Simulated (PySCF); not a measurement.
## Nb: interval between two levels

Nb [Kr] 4d4 5s1 [6D9/2, M_J = 9/2] → Nb [Kr] 4d3 5s2 [4F9/2, M_J = 9/2], as a difference of total energies. All numbers are calculated (PySCF 2.14, the two-component X2C-1e Hamiltonian, in x2c-TZVPall-2c with one added diffuse shell each of s, p, d type (9s10p8d1f, 86 functions)). Correlated levels: [Ar] 3d10 frozen; the 6 highest virtual spinors dropped. "Screened" scales the spin-orbit matrix elements by Boettger's factors to mimic the two-electron term; Breit and QED terms are absent.

| method | interval between two levels (cm⁻¹) | error (cm⁻¹) |
| --- | --- | --- |
| GHF (spin-free) | 6427.8 | +4673 |
| GMP2 (spin-free) | 2996.0 | +1241 |
| GHF (screened spin-orbit) | 6736.8 | +4982 |
| GMP2 (screened spin-orbit) | 3326.8 | +1572 |

Reference: 1755.1 cm⁻¹ (measured; NIST Handbook of Basic Atomic Spectroscopic Data (Sansonetti and Martin, J. Phys. Chem. Ref. Data 34, 1559 (2005))).

The spin-free rows relax to the high-spin LS determinant and lack the spin-orbit shift.

Errors of the correlated levels include the incompleteness of this basis and the frozen core.

The labels give the starting determinants; with spin-orbit coupling the two ends relaxed to ⟨J²⟩ = 24.76, ⟨L²⟩ = 6.03, ⟨S²⟩ = 8.75 and ⟨J²⟩ = 24.81, ⟨L²⟩ = 12.05, ⟨S²⟩ = 3.78.
